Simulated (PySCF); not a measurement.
C6H5F3O2.
Atom-mapped SMILES: `[CH2:1]=[CH:2][O:3][C:4](=[O:5])[CH2:6][C:7]([F:8])=[C:9]([F:10])[F:11]` (hydrogens: H12, H13 on C1; H14 on C2; H15, H16 on C6)

The calculation used PBE0-D3(BJ)/def2-SVP geometry optimisation, gas phase in PySCF.

Problem. Give the optimised bond lengths and angles.

Solution. 
| bond | length (bohr) |
| --- | --- |
| C1=C2 | 2.510 |
| C2–O3 | 2.593 |
| O3–C4 | 2.550 |
| C4=O5 | 2.261 |
| C4–C6 | 2.859 |
| C6–C7 | 2.797 |
| C7–F8 | 2.519 |
| C7=C9 | 2.516 |
| C9–F10 | 2.466 |
| C9–F11 | 2.482 |
| C1–H12 | 2.064 |
| C1–H13 | 2.060 |
| C2–H14 | 2.064 |
| C6–H15, C6–H16 | 2.081 |

Bonds in one row agree within 0.02 bohr and their mean is given. A selection of angles:
| angle | degrees |
| --- | --- |
| C1–C2–O3 | 120.3 |
| C2–O3–C4 | 118.4 |
| O3–C4–O5 | 124.5 |
| O3–C4–C6 | 109.8 |
| O5–C4–C6 | 125.6 |
| C4–C6–C7 | 112.5 |
| C6–C7–F8 | 116.0 |
| C6–C7–C9 | 125.1 |
| F8–C7–C9 | 118.9 |
| C7–C9–F10 | 124.7 |
| C7–C9–F11 | 123.0 |
| F10–C9–F11 | 112.3 |

Torsions: C1–C2–O3–C4 -179° (antiperiplanar); C2–O3–C4–O5 -1° (synperiplanar); O3–C4–C6–C7 164° (antiperiplanar); C4–C6–C7–F8 -70° (synclinal); C6–C7–C9–F10 -179° (antiperiplanar). The mirror-image conformer, all signs reversed, is as good.

Of the pairs four or more bonds apart, O5···H14 is among the closest relative to their van der Waals radii: 2.29 Å, 84 % of the sum of Bondi's values. The 3 C–F bonds span 1.305 Å (C9–F10, drawn single) to 1.333 Å (C7–F8, drawn single), a spread of 0.028 Å. O3 (ester single-bonded oxygen) is bent (angle 118.4°). The 4 C–C bonds span 1.328 Å (C1=C2, drawn double) to 1.513 Å (C4–C6, drawn single), a spread of 0.185 Å. The C–O distances run from 1.196 Å (C4=O5, drawn double) to 1.372 Å (C2–O3, drawn single), a spread of 0.176 Å.

Point group: C1 (no symmetry element, even within 0.4 Å). Stationary, but not proved a minimum. The numbers are those of one conformer.
